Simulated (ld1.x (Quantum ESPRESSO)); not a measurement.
**Configuration tests for Ne (Z = 10) (RRKJ)**

neon, norm-conserving RRKJ (Kleinman–Bylander form), made with ld1.x (Quantum ESPRESSO) 7.5 (LDA (PZ), fully relativistic). Core [He], reference 2s2 2p6. Waves: 2s (bound): rc 0.70 bohr; 2p (bound): rc 1.65 bohr; 3d channel at 0.5 Ry: rc 1.30 bohr. Local part: the d channel. Core correction: none. rho0 = 0.005.

Open shells are filled in proportion to 2j + 1 (rel_dist='average').

Energies are relative to the spin-unpolarised reference configuration 2s2 2p6; without spin polarisation the order of configurations can differ from experiment. The d channel is local and has no spin–orbit splitting in the pseudo-atom.

```json
{"valence configuration": "2s2 2p5", "charge": "+1", "ΔE all-electron (eV)": "22.653", "error AE − PS (meV)": "+106"}
{"valence configuration": "2s2 2p4", "charge": "+2", "ΔE all-electron (eV)": "66.055", "error AE − PS (meV)": "+827"}
{"valence configuration": "2s1 2p6", "charge": "+1", "ΔE all-electron (eV)": "45.561", "error AE − PS (meV)": "-263"}
{"valence configuration": "2s2 2p5.5", "charge": "+0.5", "ΔE all-electron (eV)": "8.962", "error AE − PS (meV)": "+17"}
```

(1) What are ΔE and the potential's error for 2s2 2p2?

(2) What are ΔE and the potential's error for 2s2 2p3?

Answers

(1) ΔE = 228.268 eV all-electron; the error (AE − PS) is +7907 meV.

(2) ΔE = 133.579 eV all-electron; the error (AE − PS) is +3036 meV.
